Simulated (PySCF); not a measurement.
SMILES [SiH](Cl)(O[Si](O)(O)O)Cl (H4Cl2O4Si2), CAM-B3LYP/def2-SVP optimised geometry.

```
12

Si    -0.81     0.34    -0.90
Cl    -0.56     2.22    -0.11
Cl    -2.79    -0.16    -0.77
O      0.07    -0.70     0.00
Si     0.71    -2.22     0.00
O      2.35    -2.22     0.00
O      0.19    -2.88    -1.41
O      0.23    -2.99     1.36
H     -0.40     0.35    -2.31
H      2.79    -2.17     0.85
H      0.63    -3.67    -1.73
H     -0.67    -2.85     1.67
```

Density from PySCF with CAM-B3LYP/def2-TZVP at that geometry.

Minimum of the electron density along straight lines between bonded atoms, close to the bond critical point (lines longer than 1.1 times the sum of covalent radii, or with two minima, are not listed):

```tsv
bond	length / Å	ρ at the minimum / e bohr⁻³	∇²ρ there / e bohr⁻⁵	position (fraction from the first atom)
Si1–Cl2	2.048	0.103	0.20	0.36
Si1–Cl3	2.054	0.102	0.20	0.36
Si1–O4	1.631	0.141	0.86	0.41
O4–Si5	1.650	0.134	0.79	0.59
Si5–O6	1.635	0.145	0.84	0.41
Si5–O7	1.639	0.144	0.82	0.41
Si5–O8	1.641	0.143	0.82	0.41
Si1–H9	1.470	0.132	0.12	0.49
O6–H10	0.963	0.351	-2.40	0.81
O7–H11	0.963	0.351	-2.40	0.81
O8–H12	0.963	0.351	-2.40	0.81
```
